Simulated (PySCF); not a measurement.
Ga(Cl)(SH)2 (ClGaH2S2), SMILES [SH][Ga]([SH])[Cl]. Geometry: PBE0-D3(BJ)/def2-SVP. The structure was generated by enumeration; whether it is a known compound was not checked. Other conformers were not sampled.

Computed equilibrium geometry at PBE0-D3(BJ)/def2-SVP (PySCF confirms it by a frequency run) as bond lengths and angles, and its point group (one conformer of several):
point group C2v.
Atoms: Ga1 Cl2 S3 H4 S5 H6. Bonds (Å): Ga1–Cl2 2.139, Ga1–S3 2.192, Ga1–S5 2.192, S3–H4 1.352, S5–H6 1.352. Angles (°): Cl2–Ga1–S3 116.9, Cl2–Ga1–S5 116.9, S3–Ga1–S5 126.3, Ga1–S3–H4 93.9, Ga1–S5–H6 93.9.
